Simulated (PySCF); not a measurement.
**Ho(III) with different ligands**

Computed with PySCF 2.14.0, PBE0, def2-SVP on the ligands, density fitting, scalar-relativistic core potentials, no spin-orbit coupling, vacuum. The metal has lcecp-1-SVP with ECP56. Each complex is relaxed within the symmetry of a template of the same shape. Distances are means of the shortest metal–ligand contacts, charges and spins Mulliken's; removal energies are rigid, with the ligand's formal charge and no counterpoise, so too large; for an anion taken off a cation in vacuum most of it is the attraction of opposite charges, and multiply charged cations can part far more cheaply with an electron moved from ligand to metal. lcecp potentials hold a fixed number of 4f electrons in the core, out of states, spins and gaps.

```json
{"complex": "HoH3(NH3)", "point group": "C3v", "M–first ligand (Å)": "2.024", "charge on M (e)": "0.53", "dipole (D)": "5.47", "removal of one first-named ligand (eV)": "9.03", "strongest infrared band, degenerate modes summed (cm⁻¹)": "1392", "unstable modes (below −25 cm⁻¹)": "0"}
{"complex": "HoCl3(NH3)", "point group": "C3v", "M–first ligand (Å)": "2.480", "charge on M (e)": "0.80", "dipole (D)": "5.49", "removal of one first-named ligand (eV)": "8.99", "strongest infrared band, degenerate modes summed (cm⁻¹)": "1223", "unstable modes (below −25 cm⁻¹)": "0"}
{"complex": "HoF3(H2O)", "point group": "Cs", "M–first ligand (Å)": "2.015", "charge on M (e)": "1.19", "dipole (D)": "6.71", "removal of one first-named ligand (eV)": "11.22", "strongest infrared band, degenerate modes summed (cm⁻¹)": "565", "unstable modes (below −25 cm⁻¹)": "0"}
{"complex": "HoCl3(H2O)", "point group": "Cs", "M–first ligand (Å)": "2.475", "charge on M (e)": "0.85", "dipole (D)": "5.89", "removal of one first-named ligand (eV)": "9.08", "strongest infrared band, degenerate modes summed (cm⁻¹)": "–", "unstable modes (below −25 cm⁻¹)": "1 (soft)"}
{"complex": "HoF3(NH3)", "point group": "C3v", "M–first ligand (Å)": "2.021", "charge on M (e)": "1.15", "dipole (D)": "5.95", "removal of one first-named ligand (eV)": "11.15", "strongest infrared band, degenerate modes summed (cm⁻¹)": "564", "unstable modes (below −25 cm⁻¹)": "0"}
{"complex": "Ho(OH)3(NH3)", "point group": "nearly C3v", "M–first ligand (Å)": "2.053", "charge on M (e)": "0.89", "dipole (D)": "4.21", "removal of one first-named ligand (eV)": "10.55", "strongest infrared band, degenerate modes summed (cm⁻¹)": "–", "unstable modes (below −25 cm⁻¹)": "not given"}
```

Problem. What does the calculation give for HoH3(H2O)?

Solution. point group: C1, M–first ligand (Å): 2.019, charge on M (e): 0.54, dipole (D): 5.24, removal of one first-named ligand (eV): 9.32, unstable modes (below −25 cm⁻¹): 1.
```xyz
7

Ho    0.1207   -0.1427    0.1314
H     0.7938    1.6407    0.8221
H    -0.9807   -1.3019    1.3541
H     1.1647   -1.0347   -1.3446
O    -1.1856    1.2568   -1.2422
H    -0.9550    2.1799   -1.0508
H    -1.3427    1.1857   -2.1932
```

Members with unstable modes aren't minima as they stand: saddle points kept by symmetry or, where the modes are soft, flat surfaces and noise. Moved off a saddle point of the template and relaxed again: HoH3(H2O). One start shape was tried for each, so a minimum needn't be the lowest isomer.
